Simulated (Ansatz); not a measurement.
Stepwise reaction of `[GeH3][SiH2][SiH2][SiH2][GeH3]` with hydrogen, as a gas-phase model of exchange steps in deposition or etching. ΔE in kJ/mol.

Calculated with Ansatz (gas phase, PBE0-D4/def2-TZVP geometries, no zero-point term in ΔE). CBS: MP2 limit from def2 TZ/QZ plus the TZ coupled-cluster correction, frozen cores. This one scheme is used for every species. DFT in def2-TZVPP. B3LYP here is the variant with VWN-RPA as its local correlation; programs differ in this. For Ge outer-core shells are correlated without core-valence functions, which leaves a few kJ/mol of doubt a bond. Scalar relativity is left out up to krypton. Each species was taken in one conformer, which may not be the lowest.

```
step                                                                   reaction  PBE-D4  B3LYP-D4  ωB97M-V  CCSD(T)/CBS
   1  `[GeH3][SiH2][SiH2][SiH2][GeH3]` + H₂ → `[SiH3][SiH2][SiH2][GeH3]` + GeH₄    15.5       5.3      2.4          8.1
```

Task: Give the row of step 2, `[SiH3][SiH2][SiH2][GeH3]` + H₂ → `[SiH3][SiH2][SiH3]` + GeH₄. (Best estimate.)

Result: The calculation gave: 
```json
{"step": "2", "reaction": "`[SiH3][SiH2][SiH2][GeH3]` + H₂ → `[SiH3][SiH2][SiH3]` + GeH₄", "PBE-D4": "13.9", "B3LYP-D4": "3.3", "ωB97M-V": "0.3", "CCSD(T)/CBS": "6.2"}
```

Task: By hand: ΔE of the 2 steps together at CCSD(T)/CBS.

Result: (8.1) + (6.2) = 14.3 kJ/mol, or 7.2 kJ/mol a step.

In ΔE the steps differ by no more than 1.9 kJ/mol. All are uphill at CCSD(T)/CBS. PBE-D4 differs from CCSD(T)/CBS by 7.4 to 7.7 kJ/mol a step. Isolated molecules leave out the surface, adducts and barriers. Largest T1 diagnostic: 0.013.
